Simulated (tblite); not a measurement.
C₇H₁₀N (doublet state).
Atom-mapped SMILES: `[NH2:1][CH2:2][C@H:3]1[CH:4][C@@H:5]2[CH:6]=[CH:7][C@H:8]12` (hydrogens: H9, H10 on N1; H11, H12 on C2; H13 on C3; H14 on C4; H15 on C5; H16 on C6; H17 on C7; H18 on C8)

Geometry (GFN2-xTB, Å), atoms numbered from 1 in this order:
```xyz
18
C7H10N angstrom
N     -2.8879    0.1645   -0.0855
C     -1.7068   -0.6649   -0.0788
C     -0.3797    0.0921   -0.3452
C      0.1182    0.9096    0.7855
C      1.3227    0.0719    1.0073
C      2.4723    0.4886    0.1034
C      2.0791   -0.2825   -0.9078
C      0.8732   -0.8137   -0.1889
H     -2.8315    0.8669    0.6435
H     -2.9840    0.6436   -0.9747
H     -1.6447   -1.1548    0.8958
H     -1.8276   -1.4337   -0.8478
H     -0.4704    0.5998   -1.3152
H     -0.0956    1.9172    1.0872
H      1.5673   -0.2865    2.0046
H      3.2533    1.2120    0.2498
H      2.4250   -0.4395   -1.9134
H      0.7083   -1.8843   -0.1316
```

Computed values, GFN2-xTB/tblite, gas phase, harmonic and unscaled. The method is semi-empirical: single wavenumbers can be off by several per cent or more. One conformer, not necessarily the lowest. Open shells enter through the occupations alone, without spin polarisation, and single modes of such species can be off by tens of per cent.

Harmonic wavenumbers (cm⁻¹): 82.3, 131.6, 178.5, 274.7, 314.0, 336.9, 378.4, 401.6, 544.4, 752.1, 800.2, 808.2, 856.3, 885.0, 907.6, 932.0, 934.1, 975.6, 992.5, 1019.3, 1026.1, 1071.0, 1081.3, 1090.2, 1114.1, 1122.4, 1150.3, 1160.4, 1176.6, 1213.4, 1235.7, 1246.1, 1270.9, 1310.4, 1315.2, 1474.3, 1568.5, 1632.6, 2855.5, 2948.4, 2965.7, 2973.2, 3018.1, 3106.2, 3122.4, 3125.8, 3387.9, 3420.8.

A = 5844, B = 1344, C = 1231 MHz; mass 108.081 u (most abundant isotopes); point group C1, symmetry number 1; spin multiplicity 2.

**Question.** What is the zero-point energy?

**Answer.** ½Σν̃ = 32844 cm⁻¹ = 93.91 kcal/mol.

**Question.** Give the ideal-gas entropy at 350 K and 1 bar in the rigid-rotor, harmonic-oscillator model (classical rotation).

**Answer.** Translation 40.77, rotation 28.38, vibration 22.51, spin (R ln 2) 1.38: S = 93.0 cal/(mol K).

**Question.** And Cp and H(350 K) − H(0)?

**Answer.** Cp = 37.64 cal/(mol K), of which vibrations give 29.70 (their classical limit is 48 R = 95.4); H(350 K) − H(0) = 7.34 kcal/mol without the zero-point energy, 4.56 from vibrations.

**Question.** How do the functions run with temperature in this model?

**Answer.** 
```tsv
T (K)	S (cal/(mol K))	Cp (cal/(mol K))	H − H(0) (kcal/mol)	G − H(0) (kcal/mol)	ln q(vib)
50	56.0	10.3	0.43	-2.37	0.13
100	64.4	14.4	1.05	-5.39	0.65
298.15	87.5	32.1	5.53	-20.54	3.82
373.15	95.5	40.0	8.24	-27.40	5.21
500	108.9	51.7	14.09	-40.37	7.72
750	133.1	67.2	29.12	-70.70	12.90
1000	153.9	76.9	47.22	-106.63	17.97
```

q(vib) and H(0) count from the zero-point level.

**Question.** What must be added to the electronic energy to get the Gibbs energy at 350 K and 1 bar?

**Answer.** ZPE + [H(350 K) − H(0)] − T·S = 93.91 + 7.34 − 32.56 = 68.69 kcal/mol.

**Question.** Blend soft modes into free rotors: weight 1/[1 + (100 cm⁻¹/ν̃)⁴] for the oscillator and the rest for a rotor with moment μB/(μ + B), μ = h/(8π²ν), B = 10⁻⁴⁴ kg m². What vibrational entropy results?

**Answer.** 21.73 cal/(mol K) in place of 22.51, which changes −T·S at 350 K by +0.27 kcal/mol.

Hindered rotation and anharmonicity are outside this model. Other conformers, if any are populated, would add a mixing term that is left out. The structure is chiral; the term R ln 2 for an equal mix with its mirror image is left out.

Hardware: one thread of an Arm Neoverse V1, shared host. Cost: 0.57 s of wall time. The figure is for the frequency step alone.
